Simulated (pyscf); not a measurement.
**cyclic C₂H₄AlF (SMILES [F][Al]1[CH2][CH2]1), singlet**

Gas-phase minimum from PySCF at ωB97X-D3(BJ)/def2-SVP, one conformer. cyclic C₂H₄AlF (SMILES [F][Al]1[CH2][CH2]1) lies 24.5 kcal/mol over its isomer H₂C=CH–AlH–F (electronic energy, ωB97M-D3(BJ)). 

```
C
H 1 1.0998
H 1 1.1000 2 109.27
C 1 1.6273 2 114.00 3 128.43
H 4 1.0998 1 113.97 2 -125.14
H 4 1.1000 5 109.27 1 -128.44
Al 1 1.8891 2 123.75 3 -157.20
F 7 1.6583 1 154.46 2 77.25
```
Charge 0, spin multiplicity 1.

Properties at ωB97X-D3(BJ)/def2-SVP:

```yaml
harmonic_wavenumbers_unscaled: 166, 214, 240, 555, 624, 687, 835, 856, 982, 1019, 1039, 1172, 1387, 1409, 3111, 3118, 3180, 3194 cm⁻¹
zero_point_energy: 34.0 kcal/mol
rotational_symmetry_number: 2
Entropy of this conformer at 298 K and 1 atm, rigid rotor and harmonic oscillator, modes under 100 cm⁻¹ raised to 100: 294.8 J/(mol K)
dipole_moment: 0.45 D
```

Single-point totals, which compare only within one level (frozen core for MP2 and CC):

```
level                   total energy (hartree)
----------------------  ----------------------
ωB97X-D3(BJ)/def2-TZVP              -421.05164
PBE/def2-TZVP                       -420.64106
r²SCAN/def2-TZVP                    -420.86478
B3LYP-D3(BJ)/def2-TZVP              -421.01667
PBE0-D3(BJ)/def2-TZVP               -420.67703
M06-2X/def2-TZVP                    -420.89114
ωB97M-D3(BJ)/def2-TZVP              -421.06162
HF/def2-TZVPP                       -419.50502
MP2/def2-TZVPP                      -420.17315
CCSD/def2-TZVPP                     -420.19654
CCSD(T)/def2-TZVPP                  -420.22269
```

The CCSD(T) − MP2 part came from Ansatz, without density fitting, on the same reference.
